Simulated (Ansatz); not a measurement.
These are PBE-D3(BJ)/def2-SVP in Ansatz (an electronic-structure program) values and carry that method's errors. No frequencies were computed at this level.

Ansatz 0.2 input:
```yaml
crystal:
  periodic: [false, false, false]
  atoms:
    - { symbol: Zn, position_ang: [0.143348, 0.088312, -0.414029] }
    - { symbol: O, position_ang: [1.495339, -0.442388, 0.512985] }
    - { symbol: H, position_ang: [2.433595, -0.523597, 0.373976] }
    - { symbol: C, position_ang: [-1.806833, 0.431361, -0.623539] }
    - { symbol: H, position_ang: [-2.061938, 1.428005, -0.284762] }
    - { symbol: H, position_ang: [-2.348643, -0.282725, -0.013421] }
    - { symbol: H, position_ang: [-2.146796, 0.329125, -1.645462] }
basis:
  gaussian: { orbitals: def2-svp }
hamiltonian:
  xc: pbe
  dispersion: d3bj
relax:
  max_steps: 150
```

Output:

```
Functional definition: PBE
891 factors; their error is unknown
mean field evaluation 1: about -51531.2226 eV, gradient 9.5e1 eV
mean field evaluation 2: about -51428.9134 eV, gradient 2.1e2 eV
mean field evaluation 4: about -51547.6814 eV, gradient 1.9e1 eV
mean field evaluation 8: about -51548.4708 eV, gradient 7.1e-2 eV
mean field evaluation 16: about -51548.4306 eV, gradient 3.6e-5 eV
mean field -51548.43061817 eV, -1894.3698844365 hartree, gradient 3.6e-5 eV, S^2 0.000000; 0 other end points of the search recorded, 0 dependent functions left out
reference -51548.43066124 eV, -1894.3698860195 hartree; 24, 24 occupied and 55, 55 virtual orbitals, 891 factors
relax step   1: F+E_penalty+E_count = -51548.51906207 eV  Δ(F+E_penalty+E_count) = +0.000e0 eV  max|allowed force component| = 1.816e0 eV/Å  Δτ_max = 0.0000 Å  (25 SCF iters, accepted)
these checks for a lower state are left out or cut short: starts, cluster_reference, orbital_swaps, neighbouring_geometries, increment
891 factors; their error is unknown
mean field -51548.59121472 eV, -1894.3757862510 hartree, gradient 9.5e-6 eV, S^2 0.000000; 0 other end points of the search recorded, 0 dependent functions left out
reference -51548.59125771 eV, -1894.3757878306 hartree; 24, 24 occupied and 55, 55 virtual orbitals, 891 factors
relax step   2: F+E_penalty+E_count = -51548.67930437 eV  Δ(F+E_penalty+E_count) = -1.602e-1 eV  max|allowed force component| = 7.273e-1 eV/Å  Δτ_max = 0.1549 Å  (28 SCF iters, accepted)
these checks for a lower state are left out or cut short: starts, cluster_reference, orbital_swaps, neighbouring_geometries, increment
891 factors; their error is unknown
mean field -51548.64294636 eV, -1894.3776873534 hartree, gradient 6.7e-6 eV, S^2 0.000000; 0 other end points of the search recorded, 0 dependent functions left out
reference -51548.64298932 eV, -1894.3776889323 hartree; 24, 24 occupied and 55, 55 virtual orbitals, 891 factors
relax step   3: F+E_penalty+E_count = -51548.73087241 eV  Δ(F+E_penalty+E_count) = -5.157e-2 eV  max|allowed force component| = 1.222e0 eV/Å  Δτ_max = 0.1950 Å  (28 SCF iters, accepted)
these checks for a lower state are left out or cut short: starts, cluster_reference, orbital_swaps, neighbouring_geometries, increment
891 factors; their error is unknown
mean field evaluation 32: about -51548.7399 eV, gradient 1.1e-1 eV
mean field -51548.70472667 eV, -1894.3799577380 hartree, gradient 1.1e-5 eV, S^2 0.000000; 0 other end points of the search recorded, 0 dependent functions left out
reference -51548.70476956 eV, -1894.3799593142 hartree; 24, 24 occupied and 55, 55 virtual orbitals, 891 factors
relax step   4: F+E_penalty+E_count = -51548.79293790 eV  Δ(F+E_penalty+E_count) = -6.207e-2 eV  max|allowed force component| = 6.044e-1 eV/Å  Δτ_max = 0.1285 Å  (28 SCF iters, accepted)
these checks for a lower state are left out or cut short: starts, cluster_reference, orbital_swaps, neighbouring_geometries, increment
891 factors; their error is unknown
mean field -51548.71826501 eV, -1894.3804552628 hartree, gradient 9.1e-6 eV, S^2 0.000000; 0 other end points of the search recorded, 0 dependent functions left out
reference -51548.71830820 eV, -1894.3804568502 hartree; 24, 24 occupied and 55, 55 virtual orbitals, 891 factors
relax step   5: F+E_penalty+E_count = -51548.80677346 eV  Δ(F+E_penalty+E_count) = -1.384e-2 eV  max|allowed force component| = 3.785e-1 eV/Å  Δτ_max = 0.0808 Å  (28 SCF iters, accepted)
these checks for a lower state are left out or cut short: starts, cluster_reference, orbital_swaps, neighbouring_geometries, increment
891 factors; their error is unknown
mean field -51548.72108525 eV, -1894.3805589048 hartree, gradient 8.9e-6 eV, S^2 0.000000; 0 other end points of the search recorded, 0 dependent functions left out
reference -51548.72112842 eV, -1894.3805604912 hartree; 24, 24 occupied and 55, 55 virtual orbitals, 891 factors
relax step   6: F+E_penalty+E_count = -51548.80955524 eV  Δ(F+E_penalty+E_count) = -2.782e-3 eV  max|allowed force component| = 1.348e-2 eV/Å  Δτ_max = 0.0188 Å  (27 SCF iters, accepted)
these checks for a lower state are left out or cut short: starts, cluster_reference, orbital_swaps, neighbouring_geometries, increment
891 factors; their error is unknown
mean field -51548.72109844 eV, -1894.3805593896 hartree, gradient 2.2e-5 eV, S^2 0.000000; 0 other end points of the search recorded, 0 dependent functions left out
reference -51548.72114160 eV, -1894.3805609757 hartree; 24, 24 occupied and 55, 55 virtual orbitals, 891 factors
relax step   7: F+E_penalty+E_count = -51548.80956782 eV  Δ(F+E_penalty+E_count) = -1.257e-5 eV  max|allowed force component| = 7.024e-3 eV/Å  Δτ_max = 0.0032 Å  (22 SCF iters, accepted)
891 factors; their error is unknown
mean field evaluation 64: about -51548.7136 eV, gradient 3.9e0 eV
mean field -51548.72109844 eV, -1894.3805593896 hartree, gradient 2.2e-5 eV, S^2 0.000000; 1 other end points of the search recorded, 0 dependent functions left out
reference -51548.72114160 eV, -1894.3805609757 hartree; 24, 24 occupied and 55, 55 virtual orbitals, 891 factors
Total energy: -51548.80961098 eV, -1894.3838121654 hartree
Atom 0 at     0.004289    -0.042972    -0.025326 Å, force     0.001303    -0.003855     0.006407 eV/Å
Atom 1 at     1.599390    -0.519479     0.631357 Å, force    -0.003312     0.000902    -0.001216 eV/Å
Atom 2 at     2.328494    -0.353474     0.006733 Å, force     0.002142     0.000401    -0.001056 eV/Å
Atom 3 at    -1.780264     0.417210    -0.590332 Å, force     0.002482    -0.002108    -0.001090 eV/Å
Atom 4 at    -2.021437     1.469116    -0.335039 Å, force    -0.002072    -0.002781    -0.005799 eV/Å
Atom 5 at    -2.527682    -0.235975    -0.095197 Å, force     0.002587     0.000417     0.003027 eV/Å
Atom 6 at    -1.894719     0.293667    -1.686448 Å, force    -0.003130     0.007024    -0.000273 eV/Å
Dipole moment:    -0.088122     0.142913    -0.319362 e Å
```

Cost: roughly 14 core-seconds.
